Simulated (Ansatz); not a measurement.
The cluster Ti3F2. Charge 0, multiplicity 1. Geometry PBE0-D4/def2-SVP.

```xyz
5

Ti   -1.167   -0.481    0.161
Ti    0.268    0.950    1.418
Ti    1.072    0.137   -0.676
F     2.287   -1.117   -0.362
F    -2.460    0.510   -0.542
```

The restricted singlet is unstable towards broken spin symmetry in Hartree–Fock (as tested in another run); at PBE-D4/def2-TZVP, r2SCAN-D4/def2-TZVP, PBE0-D4/def2-TZVP, r2SCAN0-D4/def2-TZVP and others this wasn't settled. Another isomer (triplet) lies 0.92 eV lower at PBE0-D4/def2-TZVP; other spin states weren't run for this one.

Question: Estimate the orbital energies around the gap (eV) in Ansatz with PBE-D4/def2-TZVP, r2SCAN-D4/def2-TZVP, PBE0-D4/def2-TZVP, r2SCAN0-D4/def2-TZVP, ωB97X-V/def2-TZVP.

Answer: 
```json
{"orbital": "HOMO−9", "PBE-D4/def2-TZVP": "-9.47", "r2SCAN-D4/def2-TZVP": "-9.80", "PBE0-D4/def2-TZVP": "-11.29", "r2SCAN0-D4/def2-TZVP": "-11.56", "ωB97X-V/def2-TZVP": "-13.80"}
{"orbital": "HOMO−8", "PBE-D4/def2-TZVP": "-9.05", "r2SCAN-D4/def2-TZVP": "-9.37", "PBE0-D4/def2-TZVP": "-10.81", "r2SCAN0-D4/def2-TZVP": "-11.08", "ωB97X-V/def2-TZVP": "-13.36"}
{"orbital": "HOMO−7", "PBE-D4/def2-TZVP": "-9.04", "r2SCAN-D4/def2-TZVP": "-9.36", "PBE0-D4/def2-TZVP": "-10.79", "r2SCAN0-D4/def2-TZVP": "-11.07", "ωB97X-V/def2-TZVP": "-13.33"}
{"orbital": "HOMO−6", "PBE-D4/def2-TZVP": "-9.03", "r2SCAN-D4/def2-TZVP": "-9.35", "PBE0-D4/def2-TZVP": "-10.78", "r2SCAN0-D4/def2-TZVP": "-11.06", "ωB97X-V/def2-TZVP": "-13.32"}
{"orbital": "HOMO−5", "PBE-D4/def2-TZVP": "-9.00", "r2SCAN-D4/def2-TZVP": "-9.33", "PBE0-D4/def2-TZVP": "-10.76", "r2SCAN0-D4/def2-TZVP": "-11.03", "ωB97X-V/def2-TZVP": "-13.29"}
{"orbital": "HOMO−4", "PBE-D4/def2-TZVP": "-4.97", "r2SCAN-D4/def2-TZVP": "-5.06", "PBE0-D4/def2-TZVP": "-5.81", "r2SCAN0-D4/def2-TZVP": "-5.90", "ωB97X-V/def2-TZVP": "-7.79"}
{"orbital": "HOMO−3", "PBE-D4/def2-TZVP": "-4.16", "r2SCAN-D4/def2-TZVP": "-4.12", "PBE0-D4/def2-TZVP": "-4.86", "r2SCAN0-D4/def2-TZVP": "-4.88", "ωB97X-V/def2-TZVP": "-6.81"}
{"orbital": "HOMO−2", "PBE-D4/def2-TZVP": "-4.09", "r2SCAN-D4/def2-TZVP": "-4.12", "PBE0-D4/def2-TZVP": "-4.84", "r2SCAN0-D4/def2-TZVP": "-4.86", "ωB97X-V/def2-TZVP": "-6.78"}
{"orbital": "HOMO−1", "PBE-D4/def2-TZVP": "-3.70", "r2SCAN-D4/def2-TZVP": "-3.73", "PBE0-D4/def2-TZVP": "-4.64", "r2SCAN0-D4/def2-TZVP": "-4.68", "ωB97X-V/def2-TZVP": "-6.66"}
{"orbital": "HOMO", "PBE-D4/def2-TZVP": "-3.70", "r2SCAN-D4/def2-TZVP": "-3.72", "PBE0-D4/def2-TZVP": "-4.58", "r2SCAN0-D4/def2-TZVP": "-4.62", "ωB97X-V/def2-TZVP": "-6.59"}
{"orbital": "LUMO", "PBE-D4/def2-TZVP": "-3.41", "r2SCAN-D4/def2-TZVP": "-3.14", "PBE0-D4/def2-TZVP": "-2.17", "r2SCAN0-D4/def2-TZVP": "-2.04", "ωB97X-V/def2-TZVP": "-0.23"}
{"orbital": "LUMO+1", "PBE-D4/def2-TZVP": "-3.16", "r2SCAN-D4/def2-TZVP": "-2.89", "PBE0-D4/def2-TZVP": "-1.99", "r2SCAN0-D4/def2-TZVP": "-1.89", "ωB97X-V/def2-TZVP": "-0.17"}
{"orbital": "LUMO+2", "PBE-D4/def2-TZVP": "-2.96", "r2SCAN-D4/def2-TZVP": "-2.71", "PBE0-D4/def2-TZVP": "-1.81", "r2SCAN0-D4/def2-TZVP": "-1.65", "ωB97X-V/def2-TZVP": "0.40"}
{"orbital": "LUMO+3", "PBE-D4/def2-TZVP": "-2.39", "r2SCAN-D4/def2-TZVP": "-2.19", "PBE0-D4/def2-TZVP": "-1.65", "r2SCAN0-D4/def2-TZVP": "-1.55", "ωB97X-V/def2-TZVP": "0.63"}
{"orbital": "LUMO+4", "PBE-D4/def2-TZVP": "-2.30", "r2SCAN-D4/def2-TZVP": "-2.09", "PBE0-D4/def2-TZVP": "-1.31", "r2SCAN0-D4/def2-TZVP": "-1.16", "ωB97X-V/def2-TZVP": "0.75"}
{"orbital": "LUMO+5", "PBE-D4/def2-TZVP": "-2.06", "r2SCAN-D4/def2-TZVP": "-1.85", "PBE0-D4/def2-TZVP": "-1.16", "r2SCAN0-D4/def2-TZVP": "-1.05", "ωB97X-V/def2-TZVP": "1.03"}
```
